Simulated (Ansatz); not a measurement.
**TiCl (charge +1): shapes and states compared**

Program: Ansatz, Gaussian basis, development build. Basis cc-pwCVTZ-DK on Ti, cc-pVTZ-DK on Cl, scalar X2C without spin–orbit coupling, 10 orbitals frozen in the corrections; active space CAS(8,9). Restricted Hartree–Fock, then the lowest state-specific CASSCF solution met for each case. Single-reference values can break down or jump between states where bonds are stretched. Solutions in different active orbitals can move differences by tenths of an eV and at times more than 1 eV.

Case A, quintet: bond length 2.2650 Å.

Case B, triplet: the shape of A.

Energy less that of case A, in eV:

```tsv
case	RHF/ROHF	CASSCF
B	-3.216	-4.081
```

(1) Give the SC-NEVPT2 energies against case A.

(2) Which case is lowest, and do the methods agree?

## Answers

(1) B: -3.670 eV (-84.6 kcal/mol).

(2) B is lowest in SC-NEVPT2. Of the methods shown, RHF/ROHF, CASSCF agree.
